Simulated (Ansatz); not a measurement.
```yaml
crystal:
  periodic: [false, false, false]
  atoms:
    - {symbol: W, position_ang: [-0.601106, -0.522952, -0.147900]}
    - {symbol: S, position_ang: [1.665302, -0.164117, -0.089158]}
    - {symbol: S, position_ang: [-0.976516, 1.133395, -0.078268]}
basis:
  gaussian: {orbitals: def2-TZVP}
total_charge: 1
magnetization: {spin_polarized: true, initial_magnetization: 1}
hamiltonian: {xc: {name: SPW92}}
scf: {omitted_lower_state_checks: [starts]}
output: {forces: true}
```

```sh
$ ansatz run in.yaml --threads 4 --pin off --events-out ev --progress --plain --max-ram 3916MiB
```

It prints (some lines left out):

```
Functional definition: SPW92
  name "SPW92"
  cite "Dirac, Proc. Camb. Phil. Soc. 26, 376 (1930) doi:10.1017/S0305004100016108"
  cite "Slater, Phys. Rev. 81, 385 (1951) doi:10.1103/PhysRev.81.385"
  cite "Perdew & Wang, Phys. Rev. B 45, 13244 (1992) doi:10.1103/PhysRevB.45.13244"
  exchange = slater_x
  correlation = pw_c
these checks for a lower state are left out or cut short: starts
846 factors; their error is unknown
mean field evaluation 1: about -23398.9842 eV, gradient 4.4e1 eV
mean field evaluation 2: about -23383.3365 eV, gradient 7.3e1 eV
mean field evaluation 4: about -23391.9806 eV, gradient 5.1e1 eV
mean field evaluation 8: about -23407.8857 eV, gradient 2.4e-1 eV
mean field evaluation 16: about -23407.8750 eV, gradient 3.3e-3 eV
mean field -23407.87496984 eV, -860.2235387142 hartree, gradient 6.9e-5 eV, S^2 0.776630; 0 other end points of the search recorded, 0 dependent functions left out
the calculation of the forces begins
reference -23407.87500192 eV, -860.2235398932 hartree; 23, 22 occupied and 91, 92 virtual orbitals, 846 factors
Total energy: -23407.87500192 eV, -860.2235398932 hartree
Atom 0 at    -0.601106    -0.522952    -0.147900 Å, force    10.579973   -26.972695    -1.050861 eV/Å
Atom 1 at     1.665302    -0.164117    -0.089158 Å, force    -3.343871    -1.158133    -0.115748 eV/Å
Atom 2 at    -0.976516     1.133395    -0.078268 Å, force    -7.236102    28.130827     1.166609 eV/Å
Dipole moment:    -0.487688    -0.102314    -0.013801 e Å
Checks for a lower state left out: starts
```

Run time 0.95 s (4 threads of Arm Neoverse V2 on a shared host).

In the def2 sets W takes a core potential; there is no spin–orbit coupling.

The dipole of an ion depends on the origin.
